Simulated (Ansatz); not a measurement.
`FC1OB1Cl` + NH₃ → `NB1OC1F` + HCl at 298.15 K and 1 bar (ligand exchange at a B–Cl bond).

Program: Ansatz. Geometries: PBE0-D4/def2-TZVP. ΔE: electronic, gas phase. CCSD(T)/CBS adds triple-zeta CCSD(T) − MP2 to the extrapolated MP2 energy (def2 sets, frozen cores). This one scheme is used for every species. One conformer a species, not always the lowest.

| species | CCSD(T)/CBS energy (Eh) | H − E (kJ/mol) | S (J/(mol·K)) |
| --- | --- | --- | --- |
| `FC1OB1Cl` | -698.21416 | 88.9 | 300.3 |
| NH₃ | -56.50880 | 100.5 | 192.4 |
| `NB1OC1F` | -294.35278 | 157.9 | 296.2 |
| HCl | -460.38127 | 26.6 | 186.8 |

H − E and S are ideal-gas, rigid-rotor, harmonic terms from PBE0-D4/def2-TZVP, for one conformer and one mirror image of each species. 1 Eh = 2625.50 kJ/mol, R = 8.31446 J/(mol·K).

Problem. By hand: ΔE, ΔH, ΔS and ΔG.

Solution. ΔE = (-294.35278) + (-460.38127) − (-698.21416) − (-56.50880) = -0.01109 Eh = -29.1 kJ/mol. Δ(H − E) = 157.9 + 26.6 − 88.9 − 100.5 = -4.9, so ΔH = -34.0 kJ/mol. ΔS = 296.2 + 186.8 − 300.3 − 192.4 = -9.7 J/(mol·K). ΔG = -34.0 − 298.15 × (-9.7)/1000 = -31.1 kJ/mol.

Problem. By hand: the equilibrium constant, and the temperature at which ΔG would vanish if ΔH and ΔS stayed fixed.

Solution. log₁₀ K = −ΔG/(RT ln 10) = 5.4. ΔG = 0 at ΔH/ΔS = 3505 K, far beyond where these terms or the molecules hold.

The number of gas molecules stays the same, so ΔS is small and ΔH decides. A doubt of 5 kJ/mol in ΔE shifts log₁₀ K by 0.9 here. Other conformers and mirror images would add mixing entropy, several J/(mol·K) or more a flexible species. These are equilibria of isolated gas molecules and say nothing of rates. Largest T1 diagnostic: 0.014 (customary marks: 0.02 for closed shells, 0.045 for open ones).
